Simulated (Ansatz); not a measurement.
Reaction (formal loss of a carbene): `C[SiH2][GaH2]` → `[CH2]` (triplet) + `[SiH3][GaH2]`

Calculated with Ansatz (gas phase, PBE0-D4/def2-TZVP geometries, no zero-point term in ΔE). CBS: MP2 limit from def2 TZ/QZ plus the TZ coupled-cluster correction, frozen cores. This one scheme is used for every species. DFT in def2-TZVPP. Triplets are unrestricted, without spin–orbit coupling. For Ga outer-core shells are correlated without core-valence functions, which leaves a few kJ/mol of doubt a bond. Scalar relativity is left out up to krypton.

`C[SiH2][GaH2]`:

Cartesian coordinates in Å:
```
C -0.480 -1.161 -1.025
Si 0.176 0.530 -0.531
Ga 0.402 0.858 1.850
H -0.560 -1.247 -2.111
H -1.469 -1.333 -0.596
H 0.182 -1.953 -0.668
H -0.724 1.594 -1.071
H 1.510 0.755 -1.167
H 0.026 -0.266 2.890
H 0.937 2.222 2.430
```

`[CH2]` (triplet):

Z-matrix (Å, degrees):
```
C
H 1 1.079
H 1 1.079 2 134.9
```

`[SiH3][GaH2]`:

```xyz
7

Si   -0.045    0.026    1.034
Ga    0.072    0.001   -1.377
H    -1.299    0.670    1.515
H     1.107    0.727    1.664
H    -0.046   -1.380    1.534
H    -1.207   -0.334   -2.229
H     1.417    0.290   -2.140
```

```json
{"level": "r2SCAN", "ΔE (kcal/mol)": "107.4"}
{"level": "MP2/def2-TZVPP", "ΔE (kcal/mol)": "113.5"}
```

(1) What does CCSD(T)/CBS give? (Best estimate.)

Largest T1 diagnostic among the species: 0.013.

Results:

(1) Computed: +112.8 kcal/mol. The listed levels differ from it by -5.4, 0.7 kcal/mol.

Leaving LDA and LC-ωPBE aside and taking each functional with its dispersion term where it has one, the values, not all of them listed here, spread over 8.0 kcal/mol, from r2SCAN0-D4 to ωB97X-V. LDA lies +16.7 kcal/mol from PBE without D4. In def2-TZVPP, CCSD(T) changes the Hartree–Fock value by +33.3 kcal/mol (the triples alone add +2.7 kcal/mol) and MP2 by +37.0 kcal/mol.
